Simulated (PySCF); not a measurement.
Species: C5H4N2O2.
Structure used (GFN2-xTB), in Å, numbered top down from 1:
```xyz
13
C5H4N2O2 angstrom
O      2.515   -1.523    0.419
C      2.029   -0.476    0.088
O      2.749    0.580   -0.288
C      0.555   -0.198    0.047
N      0.165    1.006   -0.349
C     -1.135    1.234   -0.380
C     -2.062    0.266   -0.019
C     -1.542   -0.960    0.378
N     -0.243   -1.191    0.412
H      3.697    0.368   -0.252
H     -1.433    2.223   -0.705
H     -3.123    0.455   -0.046
H     -2.177   -1.784    0.678
```

PySCF, density fitting, gas phase, GFN2-xTB geometry. The standard run uses grid level 2 after a coarse-grid start, the def2-universal JK fitting basis (with tight functions added where the orbital basis needs them), an energy threshold of 1e-9 Eh and DIIS. The changed runs have no coarse-grid stage.

**Question.** Standard PBE0/ANO-RCC-VDZP: E = -452.524925 Eh, HOMO -7.474 eV, LUMO -1.992 eV, dipole 3.664 D, 15 cycles (coarse-grid cycles included). What changes at PBE0/ANO-RCC-VDZP with: energy threshold 1e-08 Eh?

**Answer.** E = -452.524925 Eh (0.000 mEh), HOMO -7.474 eV (0.000), LUMO -1.992 eV (0.000), dipole 3.665 D (+0.001), 11 SCF cycles. The result matches the standard run within 0.02 mEh and 0.003 eV; such settings steer the iterations and don't enter the energy expression.

**Question.** Standard PBE0/pcSseg-1: E = -452.340063 Eh, HOMO -7.549 eV, LUMO -2.066 eV, dipole 3.596 D, 15 cycles (coarse-grid cycles included). What changes at PBE0/pcSseg-1 with: level shift 0.9 Eh, at most 91 cycles?

**Answer.** E = -452.340063 Eh (0.000 mEh), HOMO -7.549 eV (0.000), LUMO -2.066 eV (0.000), dipole 3.596 D (0.000), 31 SCF cycles. The result matches the standard run within 0.02 mEh and 0.003 eV; such settings steer the iterations and don't enter the energy expression.

**Question.** What changes at PBE0/pcSseg-1 with: level shift 0.9 Eh, at most 91 cycles?

**Answer.** E = -452.340063 Eh (0.000 mEh), HOMO -7.549 eV (0.000), LUMO -2.066 eV (0.000), dipole 3.596 D (0.000), 31 SCF cycles. The result matches the standard run within 0.02 mEh and 0.003 eV; such settings steer the iterations and don't enter the energy expression.
